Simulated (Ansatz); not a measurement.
Dimethylphenylsulfonium hydroxide (C8H12OS), relaxed as a singlet with RKS PBE-D4/def2-SVP in Ansatz, starting from the GFN2-xTB geometry. Force threshold 0.03 eV/Å.

Start:

```
atom   x (Å)   y (Å)   z (Å)
  C1   0.045   2.163  -0.629
  S2  -1.188   0.823  -0.666
  C3  -1.834   0.867   1.036
  C4   0.136  -0.460  -0.172
  C5   0.137  -1.550  -1.029
  C6   1.037  -2.590  -0.874
  C7   1.962  -2.544   0.156
  C8   1.971  -1.466   1.023
  C9   1.062  -0.433   0.859
 H10   0.595   2.096  -1.562
 H11  -0.459   3.120  -0.574
 H12   0.716   2.023   0.206
 H13  -2.540   1.682   1.134
 H14  -2.344  -0.076   1.196
 H15  -1.016   0.969   1.737
 H16  -0.588  -1.569  -1.832
 H17   1.023  -3.431  -1.552
 H18   2.673  -3.347   0.284
 H19   2.691  -1.426   1.828
 H20   1.099   0.393   1.560
 O21  -2.497   1.958  -1.276
 H22  -2.682   2.797  -0.852
```

| step | energy (eV) | largest force component (eV/Å) | SCF passes |
| --- | --- | --- | --- |
| 1 | -21342.5826 | 1.173 | 23 |
| 2 | -21342.8015 | 0.541 | 22 |
| 3 | -21342.8471 | 0.467 | 22 |
| 4 | -21342.8500 | 0.185 | 21 |
| 5 (rejected) | -21342.8320 | 0.417 | 21 |
| 6 | -21342.8683 | 0.112 | 21 |
| 7 | -21342.8760 | 0.166 | 21 |
| 8 | -21342.8794 | 0.406 | 21 |
| 9 | -21342.8898 | 0.257 | 22 |
| 10 | -21342.9080 | 0.406 | 20 |
| 11 | -21342.9176 | 0.441 | 21 |
| 12 | -21342.9559 | 0.068 | 21 |
| 13 | -21342.9667 | 0.089 | 21 |
| 14 | -21342.9672 | 0.085 | 23 |
| 15 (rejected) | -21342.9457 | 0.580 | 21 |
| 16 | -21342.9700 | 0.037 | 21 |
| 17 | -21342.9700 | 0.138 | 21 |
| 18 | -21342.9711 | 0.017 | 23 |

Force components are those of the run's own axes.

End:

```xyz
22

C     0.077    2.159   -0.776
S    -1.210    0.866   -0.625
C    -1.892    0.808    1.072
C     0.119   -0.496   -0.224
C     0.142   -1.574   -1.121
C     1.061   -2.624   -0.948
C     1.962   -2.596    0.127
C     1.942   -1.518    1.029
C     1.024   -0.471    0.853
H     1.034    1.697   -1.087
H    -0.337    2.862   -1.517
H     0.207    2.662    0.203
H    -2.963    1.027    0.934
H    -1.697   -0.182    1.526
H    -1.419    1.601    1.684
H    -0.569   -1.589   -1.964
H     1.072   -3.468   -1.656
H     2.682   -3.417    0.266
H     2.648   -1.495    1.875
H     1.024    0.373    1.564
O    -2.515    2.331   -0.938
H    -2.392    3.043   -0.275
```

By distances, no bond broke or formed. The bond that changes most is S2–O21, from 1.84 to 1.99 Å (atoms count from 1). A close non-bonded pair moves further: H12–H20, from 2.15 to 2.79 Å.

No frequencies were taken in this run, so the end may be a saddle point.

Hardware: 4 threads of Intel Xeon 6975P-C on a shared host. Wall time 25 s.
